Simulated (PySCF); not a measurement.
Computed shifts of a molecule C₂H₄BF₂N, PBE0/pcSseg-1 run with PySCF, GIAO, gas phase, equivalent atoms averaged, in ppm (number of nuclei): ¹³C: 172.3 (1), 60.6 (1). ¹⁵N: 510.8 (1). ¹⁹F: -86.7 (1), -90.9 (1). ¹H: 8.29 (1), 4.20 (3). References: ¹³C against TMS (σ = 186.3 ppm); ¹⁵N against NH3 (σ = 267.4 ppm); ¹¹B against BF3 (σ = 88.8 ppm); ¹⁹F against CFCl3 (σ = 167.2 ppm); ¹H against TMS (σ = 31.56 ppm), references at their B3LYP-D3(BJ)/def2-TZVP geometries, non-relativistic. The structure is a stationary point at B3LYP-D3(BJ)/def2-SVP. One conformer was computed; it need not be the lowest.

Q: Pick the molecule that these values belong to.
A) C=C(F)B(N)F
B) CC#N.FBF
C) C/C=N/B(F)F
D) C/N=C/B(F)F

A: D, C/N=C/B(F)F
